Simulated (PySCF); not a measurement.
How methods differ on the fine-structure interval of Lu⁴⁺

Lu⁴⁺ [Xe] 4f13 [4f5/2^6 4f7/2^7, M_J = 7/2] → Lu⁴⁺ [Xe] 4f13 [4f5/2^5 4f7/2^8, M_J = 5/2], as a difference of total energies. Calculation: PySCF 2.14, in x2c-TZVPall-2c (11s11p10d2f1g, 117 functions); the two-component X2C-1e Hamiltonian. Correlated levels: [Ar] 3d10 frozen; the 18 highest virtual spinors dropped. "Screened" scales the spin-orbit matrix elements by Boettger's factors to mimic the two-electron term; Breit and QED terms are absent.

```json
{"method": "GHF (screened spin-orbit)", "fine-structure interval (cm⁻¹)": "12138"}
{"method": "GMP2 (screened spin-orbit)", "fine-structure interval (cm⁻¹)": "12139"}
{"method": "GHF (bare spin-orbit)", "fine-structure interval (cm⁻¹)": "20232"}
```
